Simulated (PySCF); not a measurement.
# Spin states and ions at one geometry of [Ir3]+

PySCF 2.14.0, UKS PBE, Ir def2-SVP with ECP60; non-relativistic Hamiltonian with scalar-relativistic core potentials where named; density fitting; no spin-orbit coupling; singlets restricted, open shells unrestricted. The geometry is relaxed for charge +1, triplet, vacuum:

```xyz
3

Ir    1.3710    0.0000    0.0000
Ir   -0.6855    1.1873    0.0000
Ir   -0.6855   -1.1873    0.0000
```

Energies count from the relaxed state; an electron taken off or put on is at rest in vacuum. Charges and spins are Mulliken's.

Q: Order these states by energy, lowest first.
A. charge +2, doublet, vacuum
B. charge 0, doublet, vacuum
C. charge +1, triplet, vacuum
D. charge +2, quartet, vacuum
E. charge 0, quartet, vacuum
F. charge +1, quintet, vacuum

A: E (-7.54 eV), B (-7.37 eV), F (-0.33 eV), C (0.00 eV), D (13.43 eV), A (14.05 eV).

Q: How do charge and spin on the first atom follow?

A: 
```tsv
state	spin squared	charge on Ir1 (e)	spin on Ir1 (e)	dipole about the centre of mass (D)
charge +1, triplet, vacuum	2.02	0.33	0.67	0.00
charge +1, quintet, vacuum	6.01	0.32	1.30	0.20
charge +2, doublet, vacuum	0.77	0.67	0.12	0.13
charge +2, quartet, vacuum	4.74	0.69	1.80	0.18
charge 0, doublet, vacuum	1.75	-0.01	-0.06	0.14
charge 0, quartet, vacuum	3.80	0.00	1.00	0.00
```

With an electron taken off (quartet, the lower of the two states computed) the charges change, summed by element, by Ir +1.00 e. The vertical ionisation energy is 13.43 eV, against −ε(HOMO) = 10.48 eV over both spins of the relaxed state. The level lies 2.9 eV too high, as is usual for semilocal functionals and global hybrids, which keep a self-interaction error.

With an electron put on (quartet, the lower of the two states computed) the charges change, summed by element, by Ir -1.00 e. The vertical electron affinity is 7.54 eV, against −ε(LUMO) = 10.60 eV over both spins of the relaxed state.

Open shells may have lower solutions than those found. Hard to converge, so the more doubtful: charge +1, quintet, vacuum; charge +2, doublet, vacuum; charge +2, quartet, vacuum; charge 0, doublet, vacuum. Spin squared well over S(S+1) tells of spin contamination.

The relaxed state isn't the lowest spin state tried at its geometry.
